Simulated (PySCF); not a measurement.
CH5F3Si2, SMILES F[SiH]([Si@H](C)F)F. Atoms are numbered in the order given.

```xyz
11

C     -2.1908     0.8720    -0.6942
Si    -0.9660    -0.4990    -0.3952
F     -1.5613    -1.5318     0.7234
Si     1.0383     0.3605     0.4617
F      1.4761     1.5729    -0.5258
F      2.2133    -0.7518     0.3928
H     -3.1316     0.4758    -1.1063
H     -2.4215     1.4130     0.2361
H     -1.7729     1.5920    -1.4162
H     -0.7000    -1.2754    -1.6409
H      1.0058     0.8977     1.8482
```

Geometry: PBE0-D3(BJ)/def2-SVP. The structure was generated by enumeration; whether it is a known compound was not checked. The values are those of a single conformer.

These are CAM-B3LYP/def2-TZVP run with PySCF values and carry that method's errors.

Isolated molecule, no solvent.

```
Property                                                                                                       Result
---------------------------------------------------------------------------------------------  ----------------------
total energy                                                                                       -919.93323 hartree
highest occupied level                                                                                       -9.77 eV
lowest empty level                                                                                            0.15 eV
orbital gap                                                                                                   9.92 eV
dipole moment                                                                                                  2.24 D
quadrupole, principal values (traceless, Buckingham form, about the centre of nuclear charge)   -8.50, 1.71, 6.79 D·Å
mean static polarisability                                                                       59.9 bohr³ (8.88 Å³)
polarisability, principal values                                                               52.8, 58.8, 68.2 bohr³
```
